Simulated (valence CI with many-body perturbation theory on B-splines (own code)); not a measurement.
# E1 transitions of Hg73+

Method: configuration interaction combined with many-body perturbation theory (CI+MBPT): five valence electrons over a frozen Dirac-Fock core [He], radial functions for each j: 9 s, 9 p, 8 d, 6 f, 3 g, 1 h, with the one-electron correlation potential Σ1 (screened to all orders), the two-electron term Σ2, the three-electron term Σ3, Breit, model QED; selected single and double excitations, second order for the rest (own B-spline code, finite nucleus).

The last digits are not significant, and no measured levels were compared; by estimate large intervals hold to a few tenths of a per cent, small ones and those within an open d or f shell to about a per cent. Among the levels kept, up to 1200 cm⁻¹ of a level comes from second order outside the variational space, and about a tenth of that is noise between levels of different J, which matters for small intervals.

Lines 1 to 50 of 264 in falling wavelength, among levels below 13682 eV, chosen from the strongest by gf and those to the six lowest levels. Wavelengths and rates use the calculated energies. Electric multipoles are in the length gauge, E1 and E2 with the static RPA response of the core. Weak lines are less certain than strong ones. Lines between different terms over intervals too small for the method are left out, as are lines whose strength nearly cancels. The highest levels of a list are the least certain.

Levels are named by their leading jj configuration (3d3/2^4 stands for four electrons in 3d with j = 3/2), which in mixed levels can hold well under half, so a name can repeat and another be missing. Letters in brackets count levels of one name in rising energy.

| λ vac (Å) | Upper | Lower | A (s⁻¹) | log gf | Branch % |
| --- | --- | --- | --- | --- | --- |
| 126.6 | (2s 2p1/2^2 2p3/2 3p1/2) J=5/2 | (2s 2p1/2^2 2p3/2 3s) J=3/2 [a] | 3.63e+09 | -1.28 | 0.0 |
| 113.3 | (2s^2 2p1/2 2p3/2 3p1/2) J=5/2 | (2s^2 2p1/2 2p3/2 3s) J=3/2 [b] | 5.12e+09 | -1.23 | 0.1 |
| 105.7 | (2s^2 2p1/2 2p3/2 3p1/2) J=5/2 | (2s^2 2p1/2 2p3/2 3s) J=5/2 | 5.81e+09 | -1.23 | 0.1 |
| 95.25 | (2s 2p1/2^2 2p3/2 3p1/2) J=3/2 [a] | (2s 2p1/2^2 2p3/2 3s) J=5/2 | 1.42e+10 | -1.11 | 0.0 |
| 95.01 | (2s 2p1/2^2 2p3/2 3p1/2) J=5/2 | (2s 2p1/2^2 2p3/2 3s) J=5/2 | 8.90e+09 | -1.14 | 0.0 |
| 74.45 | (2s^2 2p1/2 2p3/2 3p1/2) J=3/2 [b] | (2s^2 2p1/2 2p3/2 3s) J=5/2 | 2.32e+10 | -1.11 | 0.3 |
| 52.24 | (2s^2 2p1/2 2p3/2 3d5/2) J=3/2 [a] | (2s^2 2p1/2 2p3/2 3p3/2) J=3/2 [b] | 3.30e+10 | -1.27 | 0.0 |
| 51.92 | (2s^2 2p1/2 2p3/2 3d5/2) J=3/2 [b] | (2s^2 2p1/2 2p3/2 3p3/2) J=1/2 [b] | 4.41e+10 | -1.15 | 0.0 |
| 50.78 | (2s^2 2p1/2 2p3/2 3d5/2) J=1/2 | (2s^2 2p1/2 2p3/2 3p3/2) J=1/2 [b] | 6.09e+10 | -1.33 | 0.0 |
| 50.02 | (2s^2 2p1/2 2p3/2 3d5/2) J=5/2 [b] | (2s^2 2p1/2 2p3/2 3p3/2) J=5/2 [b] | 2.79e+10 | -1.20 | 0.0 |
| 49.99 | (2s 2p1/2^2 2p3/2 3d5/2) J=5/2 | (2s 2p1/2^2 2p3/2 3p3/2) J=5/2 [a] | 4.27e+10 | -1.02 | 0.0 |
| 49.32 | (2s 2p1/2^2 2p3/2 3d5/2) J=9/2 | (2s 2p1/2^2 2p3/2 3p3/2) J=7/2 | 1.25e+11 | -0.34 | 41.6 |
| 48.77 | (2s 2p1/2^2 2p3/2 3d5/2) J=7/2 | (2s 2p1/2^2 2p3/2 3p3/2) J=5/2 [a] | 1.04e+11 | -0.53 | 0.0 |
| 48.37 | (2s^2 2p1/2 2p3/2 3d5/2) J=7/2 [a] | (2s^2 2p1/2 2p3/2 3p3/2) J=5/2 [a] | 1.08e+11 | -0.52 | 0.3 |
| 48.35 | (2s^2 2p1/2 2p3/2 3d5/2) J=7/2 [b] | (2s^2 2p1/2 2p3/2 3p3/2) J=5/2 [b] | 9.72e+10 | -0.56 | 0.0 |
| 48.32 | (2s^2 2p1/2 2p3/2 3d5/2) J=5/2 [b] | (2s^2 2p1/2 2p3/2 3p3/2) J=3/2 [b] | 6.50e+10 | -0.86 | 0.0 |
| 47.56 | (2s^2 2p1/2^2 3d5/2) J=5/2 | (2s^2 2p1/2^2 3p3/2) J=3/2 | 1.31e+11 | -0.57 | 0.0 |
| 47.53 | (2s^2 2p1/2 2p3/2 3d5/2) J=9/2 | (2s^2 2p1/2 2p3/2 3p3/2) J=7/2 | 1.30e+11 | -0.36 | 42.5 |
| 46.23 | (2s 2p1/2^2 2p3/2 3d5/2) J=5/2 | (2s 2p1/2^2 2p3/2 3p3/2) J=3/2 [a] | 8.69e+10 | -0.78 | 0.0 |
| 45.97 | (2s^2 2p1/2 2p3/2 3d5/2) J=5/2 [a] | (2s^2 2p1/2 2p3/2 3p3/2) J=3/2 [a] | 9.51e+10 | -0.74 | 0.0 |
| 45.53 | (2s^2 2p1/2 2p3/2 3d5/2) J=3/2 [a] | (2s^2 2p1/2 2p3/2 3p3/2) J=1/2 [a] | 8.16e+10 | -0.99 | 0.0 |
| 43.47 | (2s 2p1/2^2 2p3/2 3d5/2) J=7/2 | (2s 2p1/2^2 2p3/2 3p3/2) J=7/2 | 3.24e+10 | -1.13 | 0.0 |
| 42.91 | (2s^2 2p1/2 2p3/2 3d5/2) J=7/2 [b] | (2s^2 2p1/2 2p3/2 3p3/2) J=7/2 | 2.85e+10 | -1.20 | 0.0 |
| 40.83 | (2s^2 2p1/2 2p3/2 3d5/2) J=3/2 [b] | (2s^2 2p1/2 2p3/2 3p3/2) J=3/2 [a] | 7.26e+10 | -1.14 | 0.0 |
| 35.30 | (2s 2p1/2^2 2p3/2 3p3/2) J=7/2 | (2s^2 2p1/2 2p3/2 3p3/2) J=5/2 [a] | 7.16e+10 | -0.97 | 0.2 |
| 33.49 | (2s 2p1/2^2 2p3/2^2) J=5/2 | (2s^2 2p1/2 2p3/2^2) J=5/2 | 2.51e+10 | -1.60 | 0.4 |
| 31.53 | (2s 2p1/2^2 2p3/2^2) J=5/2 | (2s^2 2p1/2 2p3/2^2) J=3/2 | 3.73e+10 | -1.48 | 0.6 |
| 28.93 | (2s 2p1/2^2 2p3/2^2) J=1/2 | (2s^2 2p1/2 2p3/2^2) J=1/2 | 8.66e+10 | -1.66 | 0.4 |
| 28.85 | (2s 2p1/2^2 2p3/2^2) J=3/2 | (2s^2 2p1/2 2p3/2^2) J=1/2 | 2.29e+07 | -4.94 | 0.0 |
| 28.57 | (2s 2p1/2^2 2p3/2 3d3/2) J=5/2 [b] | (2s^2 2p1/2 2p3/2 3d3/2) J=7/2 | 6.08e+10 | -1.35 | 0.0 |
| 25.29 | (2s 2p1/2^2 2p3/2^2) J=3/2 | (2s^2 2p1/2 2p3/2^2) J=5/2 | 1.01e+11 | -1.41 | 0.2 |
| 24.22 | (2s 2p1/2^2 2p3/2^2) J=1/2 | (2s^2 2p1/2 2p3/2^2) J=3/2 | 8.16e+07 | -4.84 | 0.0 |
| 24.16 | (2s 2p1/2^2 2p3/2^2) J=3/2 | (2s^2 2p1/2 2p3/2^2) J=3/2 | 3.12e+10 | -1.96 | 0.1 |
| 24.01 | (2p1/2^2 2p3/2^3) J=3/2 | (2s 2p1/2 2p3/2^3) J=5/2 | 1.90e+11 | -1.18 | 0.3 |
| 19.62 | (2s 2p1/2^2 2p3/2 3p3/2) J=5/2 [a] | (2s 2p1/2^2 2p3/2 3s) J=3/2 [b] | 1.61e+11 | -1.25 | 0.0 |
| 18.30 | (2s^2 2p1/2 2p3/2 3d3/2) J=5/2 [b] | (2s^2 2p1/2 2p3/2 3p1/2) J=3/2 [b] | 1.11e+12 | -0.47 | 0.0 |
| 18.15 | (2s^2 2p1/2 2p3/2 3d3/2) J=3/2 [b] | (2s^2 2p1/2 2p3/2 3p1/2) J=3/2 [b] | 1.25e+12 | -0.61 | 0.0 |
| 17.91 | (2s^2 2p1/2 2p3/2 3p3/2) J=1/2 [a] | (2s^2 2p1/2 2p3/2 3s) J=3/2 [b] | 6.09e+11 | -1.23 | 6.8 |
| 17.89 | (2s^2 2p1/2 2p3/2 3d3/2) J=5/2 [a] | (2s^2 2p1/2 2p3/2 3p1/2) J=5/2 | 3.81e+11 | -0.96 | 0.1 |
| 17.86 | (2s^2 2p1/2 2p3/2 3d3/2) J=1/2 [b] | (2s^2 2p1/2 2p3/2 3p1/2) J=3/2 [b] | 1.56e+12 | -0.83 | 0.1 |
| 17.79 | (2s 2p1/2^2 2p3/2 3p3/2) J=3/2 [a] | (2s 2p1/2^2 2p3/2 3s) J=3/2 [a] | 2.22e+12 | -0.38 | 0.5 |
| 17.78 | (2s^2 2p1/2 2p3/2 3p3/2) J=3/2 [a] | (2s^2 2p1/2 2p3/2 3s) J=3/2 [b] | 1.31e+12 | -0.60 | 17.2 |
| 17.75 | (2s 2p1/2^2 2p3/2 3d3/2) J=5/2 [a] | (2s 2p1/2^2 2p3/2 3p1/2) J=5/2 | 1.09e+12 | -0.51 | 0.5 |
| 17.74 | (2s 2p1/2^2 2p3/2 3d3/2) J=5/2 [a] | (2s 2p1/2^2 2p3/2 3p1/2) J=3/2 [a] | 9.52e+11 | -0.57 | 0.4 |
| 17.73 | (2s 2p1/2^2 2p3/2 3d3/2) J=3/2 [b] | (2s 2p1/2^2 2p3/2 3p1/2) J=3/2 [b] | 8.34e+11 | -0.80 | 0.3 |
| 17.69 | (2s 2p1/2^2 2p3/2 3d3/2) J=3/2 [b] | (2s 2p1/2^2 2p3/2 3p1/2) J=1/2 | 1.09e+12 | -0.69 | 0.4 |
| 17.59 | (2s 2p1/2^2 2p3/2 3d3/2) J=5/2 [b] | (2s 2p1/2^2 2p3/2 3p1/2) J=3/2 [b] | 2.10e+12 | -0.23 | 1.6 |
| 17.59 | (2s 2p1/2^2 2p3/2 3d3/2) J=3/2 [a] | (2s 2p1/2^2 2p3/2 3p1/2) J=5/2 | 4.52e+11 | -1.08 | 0.1 |
| 17.58 | (2s 2p1/2^2 2p3/2 3d3/2) J=3/2 [a] | (2s 2p1/2^2 2p3/2 3p1/2) J=3/2 [a] | 1.68e+12 | -0.51 | 0.4 |
| 17.58 | (2s^2 2p1/2 2p3/2 3d3/2) J=3/2 [a] | (2s^2 2p1/2 2p3/2 3p1/2) J=3/2 [a] | 8.20e+11 | -0.82 | 0.1 |
